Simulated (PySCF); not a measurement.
**Static response to an electric field**

Compound: C₂H₁₁PSSi₂.
SMILES with atom numbers: `[CH3:1][S:2][CH2:3][SiH2:4][SiH2:5][PH2:6]` (hydrogens: H7, H8, H9 on C1; H10, H11 on C3; H12, H13 on Si4; H14, H15 on Si5; H16, H17 on P6)

Geometry (GFN2-xTB, Å), atoms numbered from 1 in this order:
```xyz
17
C2H11PSSi2 angstrom
C      2.2111   -1.0260    0.3225
S      1.9189    0.4445    1.3438
C      1.3275    1.6117    0.0775
Si    -0.2412    1.0350   -0.8526
Si    -1.6905   -0.0387    0.6167
P     -2.4436   -1.8768   -0.4302
H      2.8443   -0.7575   -0.5185
H      2.7208   -1.7447    0.9562
H      1.2661   -1.4390   -0.0227
H      1.1256    2.5254    0.6323
H      2.1604    1.8131   -0.5948
H      0.2060    0.1864   -1.9697
H     -0.7801    2.2544   -1.4721
H     -2.8112    0.8220    1.0294
H     -1.0973   -0.5567    1.8544
H     -3.5402   -2.0574    0.3861
H     -3.1838   -1.1835   -1.3684
```

Level: CAM-B3LYP/def2-SVPD (PySCF), static field, nuclei fixed, core orbitals frozen in the response. The polarisability tensor in these axes (au):

```
x   136.47  10.64   6.44
y    10.64 131.13   0.96
z     6.44   0.96 116.58
```

Question: What are the eigenvalues, a third of the trace, and Δα (Δα² = ½Σ(αi − αj)² over the three pairs)?

Answer: Principal values 114.31, 123.99 and 145.88 au; mean 128.06 au = 18.98 Å³ = 21.11 × 10⁻⁴⁰ C²·m²/J; Δα = 28.01 au (22 % of the mean).

Question: What is the dipole moment, and where does it point?

Answer: (-0.15, 0.46, -0.93) D, 1.05 D in size, pointing from the negative to the positive side. Measured along this direction, the outermost atoms are H8 at the negative end and H13 at the positive end.

Question: Find the Langevin capture rate constant for O2+ (31.990 u) meeting this molecule (153.986 u), k = 2.342 × 10⁻⁹ cm³/s × √(α in Å³ / reduced mass in u).

Answer: The reduced mass is 26.49 u, so k = 1.98 × 10⁻⁹ cm³/s. The formula leaves out the permanent dipole, which adds to the capture rate.

Question: In TDDFT the mean static polarisability is Σ f/ω² over all singlet excitations (ω in hartree). How much of it do the 8 lowest give? Their energies (eV) and oscillator strengths: 5.10, 0.0016; 5.54, 0.0057; 5.80, 0.0004; 5.96, 0.0152; 6.25, 0.0653; 6.48, 0.0026; 6.57, 0.0140; 6.64, 0.0455.

Answer: They add up to 2.80 au, 2.2 % of the 128.06 au; the largest single term is 1.24 au, from the state at 6.25 eV. Terms in order: 0.05, 0.14, 0.01, 0.32, 1.24, 0.05, 0.24, 0.76 au. Higher excitations give the rest. The strengths listed sum to 0.150.

Question: Give the eigenvalues of the traceless quadrupole moment Θ = ½Σq(3rr − r²1), origin at the centre of nuclear charge.

Answer: -8.09, 2.84, 5.25 D·Å. The values depend on the origin, since the dipole doesn't vanish. The electronic extent ⟨r²⟩ about the same centre is 1813 bohr², a root-mean-square distance of 2.49 Å for the 82 electrons.

Question: In a dilute gas of rigid molecules at 250 K, how does the orientational term μ²/3kT compare with the electronic polarisability?

Answer: In Gaussian units μ²/3kT = 10.72 Å³ against 18.98 Å³, a ratio of 0.56; the Debye molar polarisation (4π/3)N_A(α + μ²/3kT) is 74.9 cm³/mol, leaving out the vibrational part.

One conformer (not necessarily the lowest) at the GFN2-xTB geometry, without solvent, vibrations or thermal averaging. GFN2-xTB frequencies show an imaginary mode (22i cm⁻¹), so this geometry is no minimum at that level.
